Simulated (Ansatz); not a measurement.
Ansatz (a quantum-chemistry and plane-wave program) job for C₅H₈NO, SMILES CN1[CH]CCC1=O, multiplicity 2, CAM-B3LYP/def2-SVPD. The structure is a stationary point at PBE-D3(BJ)/def2-SVP. The isomer is the one that the SMILES or the coordinates give; other isomers of the formula were not compared. Other conformers were not sampled.

Ansatz 0.2 input:
```yaml
crystal:
  periodic: [false, false, false]
  atoms:
    - {symbol: C, position_ang: [2.10998348, -0.23642463, -0.13927690]}
    - {symbol: N, position_ang: [0.66561263, -0.28667857, -0.11955515]}
    - {symbol: C, position_ang: [-0.09805445, -1.39161121, -0.46744748]}
    - {symbol: C, position_ang: [-1.54736819, -0.99425649, -0.48375448]}
    - {symbol: C, position_ang: [-1.55702838, 0.34218212, 0.28799443]}
    - {symbol: C, position_ang: [-0.09760472, 0.80098742, 0.32237831]}
    - {symbol: O, position_ang: [0.35940560, 1.87444579, 0.69398605]}
    - {symbol: H, position_ang: [2.50063257, -0.40778317, -1.16434564]}
    - {symbol: H, position_ang: [2.40675989, 0.77236252, 0.20631246]}
    - {symbol: H, position_ang: [2.54264555, -1.00319950, 0.53701164]}
    - {symbol: H, position_ang: [0.36309297, -2.20981145, -1.03617245]}
    - {symbol: H, position_ang: [-2.21090990, -1.76312836, -0.03553614]}
    - {symbol: H, position_ang: [-1.91268026, -0.84763337, -1.52963600]}
    - {symbol: H, position_ang: [-2.19696792, 1.12931069, -0.15369555]}
    - {symbol: H, position_ang: [-1.88667265, 0.21580293, 1.34169594]}
basis:
  gaussian:
    orbitals: def2-SVPD
hamiltonian:
  xc: {name: CAM-B3LYP}
magnetization: {spin_polarized: true, initial_magnetization: 1}
```

Output:

```
WARN ansatz: RAYON_NUM_THREADS=2 ignored (pool sized by the plan → 2); use --threads N
Functional definition: CAM-B3LYP
integrals: 0.19 GiB planned
1717 factors; their error is unknown
integrals: 0.22 GiB planned
665 factors; integrals over basis functions are off by at most 2.0e-5 eV
mean field: 2.57 GiB planned
mean field evaluation 1: about -8834.6726 eV, gradient 4.0e1 eV
mean field evaluation 2: about -8831.7575 eV, gradient 5.2e1 eV
mean field evaluation 4: about -8841.3787 eV, gradient 2.5e0 eV
mean field evaluation 8: about -8841.4125 eV, gradient 1.2e-1 eV
mean field evaluation 16: about -8841.3431 eV, gradient 7.5e-4 eV
mean field -8841.34309491 eV, -324.9133658603 hartree, gradient 8.2e-5 eV, S^2 0.756116; 0 other end points of the search recorded, 0 dependent functions left out
reference -8841.34324160 eV, -324.9133712513 hartree; 27, 26 occupied and 180, 181 virtual orbitals, 1717 factors
Total energy: -8841.34324160 eV, -324.9133712513 hartree
```

Self-consistency was reached.
